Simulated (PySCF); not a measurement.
# Dipole moment and polarisability of 1-butaneboronic acid

Compound: 1-butaneboronic acid, C4H11BO2.
Numbering: `[CH3:1][CH2:2][CH2:3][CH2:4][B:5]([OH:6])[OH:7]` (hydrogens: H8, H9, H10 on C1; H11, H12 on C2; H13, H14 on C3; H15, H16 on C4; H17 on O6; H18 on O7)

Structure used (PBE0-D3(BJ)/def2-SVP), in Å, numbered top down from 1:
```xyz
18
C4H11BO2 angstrom
C     -3.1278    0.2579   -0.3560
C     -1.8819   -0.5854   -0.1386
C     -0.5855    0.2020   -0.2750
C      0.6723   -0.6363   -0.0477
B      2.0078    0.1901   -0.1538
O      2.9741   -0.2265   -1.0261
O      2.1422    1.3024    0.6308
H     -3.1809    1.0848    0.3704
H     -4.0483   -0.3366   -0.2515
H     -3.1349    0.7065   -1.3628
H     -1.8709   -1.4254   -0.8564
H     -1.9154   -1.0507    0.8629
H     -0.5951    1.0493    0.4327
H     -0.5500    0.6577   -1.2822
H      0.6299   -1.0802    0.9646
H      0.7030   -1.4823   -0.7542
H      3.7703    0.3131   -1.0426
H      2.9715    1.7791    0.5308
```

Level: B3LYP/def2-SVPD (PySCF), static field, nuclei fixed, core orbitals frozen in the response. The polarisability tensor in these axes (au):

```
x   88.58  2.30 -1.27
y    2.30 68.96  1.63
z   -1.27  1.63 64.06
```

Task: Diagonalise the tensor; give its mean and Δα, where Δα² is half the sum of the squared differences of the eigenvalues.

Result: Principal values 63.43, 69.28 and 88.89 au; mean 73.87 au = 10.95 Å³ = 12.18 × 10⁻⁴⁰ C²·m²/J; Δα = 23.10 au (31 % of the mean).

Task: What is the dipole moment, and where does it point?

Result: (1.97, 1.18, -0.06) D, 2.30 D in size, pointing from the negative to the positive side. Measured along this direction, the outermost atoms are H9 at the negative end and H18 and H17 at the positive end.

Task: What would n − 1 = 2πNα be for an ideal gas of these molecules at 273.15 K and 1 atm, electronic part alone?

Result: N = p/kT = 2.6868 × 10¹⁹ cm⁻³, so n − 1 = 2π × N × 10.95 × 10⁻²⁴ cm³ = 1848 × 10⁻⁶ at long wavelengths.

Task: In TDDFT the mean static polarisability is Σ f/ω² over all singlet excitations (ω in hartree). How much of it do the 10 lowest give? Their energies (eV) and oscillator strengths: 6.98, 0.0562; 7.31, 0.0007; 7.45, 0.0010; 7.77, 0.0108; 7.90, 0.0121; 8.08, 0.0145; 8.10, 0.0231; 8.35, 0.0015; 8.36, 0.0184; 8.42, 0.0229.

Result: They add up to 2.03 au, 2.7 % of the 73.87 au; the largest single term is 0.85 au, from the state at 6.98 eV. Terms in order: 0.85, 0.01, 0.01, 0.13, 0.14, 0.16, 0.26, 0.02, 0.19, 0.24 au. Higher excitations give the rest. The strengths listed sum to 0.161.

Task: What depolarisation ratio follows for Rayleigh scattering of linearly polarised light, taking the static tensor?

Result: ρ = 3Δα²/(45ᾱ² + 4Δα²) = 1600.9/(245541 + 2134.6) = 0.00646.

One conformer (not necessarily the lowest) at the PBE0-D3(BJ)/def2-SVP geometry, without solvent, vibrations or thermal averaging.
